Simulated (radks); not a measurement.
Results of a calculation; reference values are marked as such.
Species: Au4+. Configuration: [Xe] 4f14 5d7.

Level of theory: Dirac Kohn-Sham, PBE, spin-unpolarised, spherical densities, finite nucleus; open shells fill j = l - 1/2 first; Fermi nuclear charge, rms radius 5.4371 fm (a radial shooting solver on a logarithmic mesh with Libxc functionals).

Energy parts (hartree):
| part | energy |
|---|---|
| total | -19039.7597 |
| kinetic | 21859.1826 |
| electron-nucleus | -47801.8196 |
| Hartree | 7266.5636 |
| exchange-correlation | -363.6864 |

Orbitals (lengths in bohr, moments of r in powers of bohr):
| orbital | occ. | eigenvalue (hartree) | <r> | <1/r> |
|---|---|---|---|---|
| 1s1/2 | 2 | -2964.284 | 0.01687 | 95.68 |
| 2s1/2 | 2 | -524.2285 | 0.07047 | 23.52 |
| 2p1/2 | 2 | -502.9374 | 0.05798 | 23.49 |
| 2p3/2 | 4 | -435.4853 | 0.06653 | 19.14 |
| 3s1/2 | 2 | -125.1963 | 0.1833 | 8.634 |
| 3p1/2 | 2 | -115.5874 | 0.1736 | 8.549 |
| 3p3/2 | 4 | -100.7024 | 0.1893 | 7.416 |
| 3d3/2 | 4 | -84.69292 | 0.1648 | 7.314 |
| 3d5/2 | 6 | -81.49340 | 0.1696 | 7.055 |
| 4s1/2 | 2 | -28.68140 | 0.4069 | 3.653 |
| 4p1/2 | 2 | -24.57586 | 0.4094 | 3.544 |
| 4p3/2 | 4 | -21.00614 | 0.4434 | 3.151 |
| 4d3/2 | 4 | -14.27558 | 0.4518 | 2.948 |
| 4d5/2 | 6 | -13.61060 | 0.4630 | 2.857 |
| 5s1/2 | 2 | -5.87370 | 0.9224 | 1.486 |
| 4f5/2 | 6 | -4.97936 | 0.4944 | 2.483 |
| 4f7/2 | 8 | -4.83905 | 0.5014 | 2.447 |
| 5p1/2 | 2 | -4.53002 | 0.9919 | 1.364 |
| 5p3/2 | 4 | -3.90607 | 1.082 | 1.225 |
| 5d3/2 | 4 | -2.05636 | 1.363 | 0.9538 |
| 5d5/2 | 3 | -1.98322 | 1.401 | 0.9243 |
| 6s1/2 | 0 | -1.63434 | 2.165 | 0.5965 |
| 6p1/2 | 0 | -1.30271 | 2.452 | 0.5228 |
| 6p3/2 | 0 | -1.20397 | 2.630 | 0.4841 |

The highest occupied level is 5d5/2 at -53.966 eV. The density falls to 0.001 e/bohr^3 at r = 3.11 bohr.
